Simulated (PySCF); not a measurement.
**How methods differ on the ionisation energy of Ge¹⁰⁺**

Ge¹⁰⁺ [Ar] 3d4 (5D) → Ge¹¹⁺ [Ar] 3d3 (4F), as a difference of total energies. Computed with PySCF 2.14 in an even-tempered Gaussian basis (19 s from 0.59 bohr⁻², ratio 2.5; 13 p from 0.76 bohr⁻², ratio 2.5; 9 d from 0.76 bohr⁻², ratio 2.5; 4 f from 3.4 bohr⁻², ratio 2.7; 4 g from 5 bohr⁻², ratio 2.7), with scalar relativity by spin-free X2C-1e. The calculations carry no spin-orbit coupling.

| method | ionisation energy (eV) |
| --- | --- |
| UHF | 286.90 |
| r2SCAN0 | 287.72 |
| M06 | 288.58 |

The reference lies between the lowest fine-structure levels, while these numbers refer to the centres of the terms.

For comparison: 286 ± 3 eV (theoretical estimate listed by NIST; NIST Atomic Spectra Database, ionization energies).
